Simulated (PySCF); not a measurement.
Worked example: dipole moment from atomic charges

In(F)(Cl)(vinyl) (C₂H₃ClFIn), SMILES C=[CH][In]([F])[Cl]. Atoms are numbered in the order given.

```xyz
8

In     0.3272     0.0642     0.0000
F      1.9446     1.1764     0.0000
Cl    -1.6340     1.3754     0.0000
C      0.2519    -2.0651     0.0000
C     -0.9296    -2.6924     0.0000
H      1.1904    -2.6291     0.0000
H     -0.9944    -3.7880     0.0000
H     -1.8838    -2.1542     0.0000
```
Charge 0, spin multiplicity 1.

Geometry: B3LYP-D3(BJ)/def2-SVP. The structure was generated by enumeration; whether it is a known compound was not checked. The def2 effective core potentials stand for the cores of In; spin–orbit coupling is left out. One conformer was computed; it need not be the lowest.

Charges (e) from PySCF with ωB97X/def2-TZVP:

```csv
atom,Mulliken,ESP fit
In1,0.985,1.013
F2,-0.478,-0.478
Cl3,-0.375,-0.360
C4,-0.340,-0.418
C5,-0.260,-0.294
H6,0.168,0.196
H7,0.145,0.199
H8,0.156,0.142
```

The dipole moment of the full density is 4.29 D.

### Question
What dipole moment does each set of point charges give, and which comes closer to that of the density?

### Answer

μ = Σ q r, and 1 e Å = 4.8032 D.
Mulliken: Σ q r = (-0.077, -0.940, 0.000) e Å, |μ| = 4.53 D.
ESP fit: Σ q r = (-0.074, -0.913, 0.000) e Å, |μ| = 4.40 D.
ESP fit comes closer in size. Point charges leave out the atoms' own dipoles (lone pairs, polarised bonds); fits to the potential absorb them, partitions of the density don't.
